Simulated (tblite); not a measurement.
`C([CH2])([C@@H](C=O)C)=S` [radical] (doublet state). Computed geometry: GFN2-xTB, gas phase. This method treats the open shell by occupation alone, without spin polarisation.

```
atom  x, y, z in Å
C1     2.1937   -0.1608   -0.0919
C2     0.9392    0.0496   -0.5156
S3     0.6056    0.3411   -2.1822
C4    -0.2402    0.0502    0.4225
C5    -1.2681   -1.0159    0.0252
C6    -0.9070    1.4046    0.3425
O7    -1.1451    2.1125    1.2744
H8     2.4152   -0.3466    0.9453
H9     3.0208   -0.1654   -0.7801
H10    0.1006   -0.1233    1.4477
H11   -1.6207   -0.8436   -0.9894
H12   -2.1169   -0.9897    0.7040
H13   -0.8108   -2.0014    0.0728
H14   -1.1670    1.6882   -0.6975
```

Problem. Which two atoms are farthest apart?

Solution. H9···H12, 5.41 Å; the next longest distance is 5.17 Å.

Problem. What is the repulsion energy of the bare nuclei, Σ ZA·ZB/RAB?

Solution. 344.08 Eh over 91 pairs, with full nuclear charges and distances in bohr; the largest single term is 29.46 Eh (C2 with S3).

Problem. What are the angles C1–C2–S3, S3–C2–C4, C2–C4–C5, C2–C4–H10, C5–C4–C6, C5–C4–H10, C4–C5–H13?

Solution. From the scalar product of the two bond vectors; for C1–C2–S3 it is -1.1860 Å² over 1.3407 × 1.7245 Å², cos θ = -0.5130. C1–C2–S3 120.9°; S3–C2–C4 116.8°; C2–C4–C5 111.3°; C2–C4–H10 109.8°; C5–C4–C6 108.3°; C5–C4–H10 110.0°; C4–C5–H13 109.7°.

Problem. How far apart are these pairs, which share no bond: C1···H12, C6···H10, H8···H14, H9···H11, H10···H14?

Solution. C1···H12 4.461 Å (4 bonds apart); C6···H10 2.138 Å (2 bonds apart); H8···H14 4.435 Å (5 bonds apart); H9···H11 4.695 Å (5 bonds apart); H10···H14 3.081 Å (3 bonds apart).

Problem. Give the dihedral angles C2–C4–C6–H14, C2–C4–C6–O7, S3–C2–C4–C6.

Solution. C2–C4–C6–H14 54° (synclinal); C2–C4–C6–O7 -127° (anticlinal); S3–C2–C4–C6 -60° (synclinal). Dihedral signs follow IUPAC: positive where, seen along the central bond, the front bond turns clockwise onto the rear one.

Problem. Write the matrix of distances between heavy atoms (Å, lower triangle).

Solution. 
```
C1    0.000
C2    1.341  0.000
S3    2.673  1.724  0.000
C4    2.497  1.507  2.754  0.000
C5    3.568  2.510  3.198  1.533  0.000
C6    3.501  2.446  3.129  1.512  2.468  0.000
O7    4.264  3.436  4.260  2.408  3.371  1.194  0.000
```

Its GFN2-xTB frequencies are all real (lowest 40 cm⁻¹).

One conformer stands for the species.
